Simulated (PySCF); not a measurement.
## Working with the constants of GdN

PBE constants of GdN, octet, about 7.3 electrons in the 4f shell (Mulliken) (PySCF, spin-free X2C with a Gaussian nucleus, basis sets Gd x2c-SVPall, N x2c-SVPall; masses 157.9241 and 14.0031 u):

- ωe: 786.6 cm⁻¹
- ωexe: 3.5 cm⁻¹
- Be: 0.41426 cm⁻¹
- αe: 0.00293 cm⁻¹
- D (centrifugal): 4.6e-07 cm⁻¹
- De to Gd (4f7 5d1 6s2) + N: 5.59 eV

Problem. Give the vibrational terms G(v) and spacings up to v = 6.

Solution. G(v) = ωe(v+½) − ωexe(v+½)².

```tsv
v	G(v) (cm⁻¹)	G(v) − G(v−1)	Bv (cm⁻¹)
0	392.4		0.4128
1	1172.0	779.6	0.4099
2	1944.6	772.6	0.4069
3	2710.2	765.6	0.4040
4	3468.8	758.6	0.4011
5	4220.4	751.6	0.3981
6	4965.0	744.6	0.3952
```

Problem. How well does the Morse estimate ωe²/(4ωexe) reproduce De, and what is D0?

Solution. It gives 5.48 eV, 98 % of the computed De. D0 = De − G(0) = 5.59 − 0.05 = 5.54 eV.

Spin–orbit coupling is left out, which matters for elements this heavy, above all for dissociation energies. With d or f electrons several states lie close, and the lowest PBE0 determinant need not be the measured ground state.
